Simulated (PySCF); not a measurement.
## Radial density of Hf (hafnium, neutral)

r2SCAN, [Xe] 4f14 5d3 6s1, high-spin 5F determinant (an excited configuration). All numbers are calculated (PySCF 2.14, scalar relativity by spin-free X2C-1e, in ANO-RCC-VTZP (8s7p5d3f2g1h, 104 functions)).

```csv
r (bohr),4πr²ρ (e/bohr),4πr²(ρα − ρβ)
0.0195,89.64,-0.0021
0.0327,94.82,-0.0015
0.0551,131.0,0.0199
0.0926,103.6,0.0669
0.156,118.7,0.0467
0.262,67.11,-0.0206
0.441,70.91,0.0778
0.741,30.35,0.0069
1.25,12.06,0.8908
2.10,2.976,1.4270
3.53,0.8435,0.8197
5.93,0.1047,0.1046
9.98,0.0008731,0.0009
```

Densities and radii are taken from the X2C orbitals without a picture-change correction, which distorts them close to the nucleus.

Spin-orbit coupling, absent here, splits the open shell strongly.

**Question.** Where is the radial spin density 4πr²(ρα − ρβ) most negative, and why is it negative at all?

**Answer.** Around r = 0.262 bohr, down to -0.0206 e/bohr: exchange with the open shell polarises the paired shells in an unrestricted calculation.
